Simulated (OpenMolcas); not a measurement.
Dy3+ among 6 point charges of -1.5 e arranged as a tetragonal octahedron (D4h). The axial distance is 0.9 times the equatorial one, R.

- Program: OpenMolcas 26.06
- Method: CASSCF
- Basis: ANO-RCC-VDZP [7s6p4d2f1g]
- Scalar Hamiltonian: DKH2, point nucleus
- Active space: 9 electrons in 7 orbitals (4f)
- State averaging: 2S+1 = 6 odd, 21 roots; 2S+1 = 4 odd, 115 roots kept (CI in the orbitals of an earlier block, 108 in the spin-orbit step); 2S+1 = 2 odd, 82 roots kept (CI in the orbitals of an earlier block, 41 in the spin-orbit step)
- Spin-orbit coupling: RASSI with atomic mean-field integrals over the reference wave functions

All point charges move together. At R = 2.45 Å the width of the lowest J multiplet is 885 cm-1, and at R = 2.65 Å it is 684 cm-1.

Task: A third run gives 1114 cm-1. What distance was it run at?

Result: With a power law R^-n the two known points give n = -ln(684 / 885) / ln(2.65 / 2.45) = 3.28. Then R = 2.45 × (885 / 1114)^(1/3.28) = 2.284 Å. The run was at 2.29 Å, so the estimate is off by -0.006 Å.

High states are left out of the spin-orbit mixing, which shifts the levels that they would mix with. This is an electrostatic model: the charges have no orbitals. No measured value stands beside these numbers.
